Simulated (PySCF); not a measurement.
From one molecule to another.

First species: C5H10O2.
SMILES: `COC(=O)C(C)C`

Second species: C₇H₈O₂Si.
InChI=1S/C7H8O2Si/c1-2-3-5-4-6(8)10-7(5)9/h2,4H,1,3,10H2

Levels: PBE0/pcSseg-1 for dipole moment, HOMO energy, LUMO energy and HOMO–LUMO gap; GFN2-xTB for rotational constant A and rotational constant C. Geometries: GFN2-xTB. All species are isolated and taken at one optimised geometry, non-relativistic unless stated. Electronic properties by PySCF.

The conformers computed, where there is a choice (atom-mapped SMILES and torsion angles):
- `[CH3:1][O:2][C:3](=[O:4])[CH:5]([CH3:6])[CH3:7]`: C1–O2–C3–O4 -1°, O2–C3–C5–C6 152°
- `[CH2:1]=[CH:2][CH2:3][C:4]1=[CH:5][C:6](=[O:7])[SiH2:8][C:9]1=[O:10]`: C1–C2–C3–C4 122°, C2–C3–C4–C5 -27°

(1) Which has the higher LUMO energy?

(2) Which of the two has the higher HOMO energy, and by how much?

(3) Which has the higher rotational constant A?

(4) Which has the higher HOMO–LUMO gap?

(5) Which has the higher rotational constant C?

Answers

(1) The first: 0.45 eV against -2.76 eV, a difference of 3.21 eV.

(2) The second: -6.73 eV against -7.87 eV, a difference of 1.14 eV.

(3) The first: 4.798 GHz against 1.780 GHz, a difference of 3.018 GHz.

(4) The first: 8.32 eV against 3.97 eV, a difference of 4.35 eV.

(5) The first: 1.521 GHz against 0.564 GHz, a difference of 0.957 GHz.

On the first: The dipole matches unit charges of opposite sign 0.37 Å apart (1 e·Å = 4.8032 D). A dipole of 1.79 D is allowed in C1, and pure rotational transitions are dipole-allowed.

On the second: In atomic units the dipole is 0.71 e·bohr (1 au = 2.5417 D).
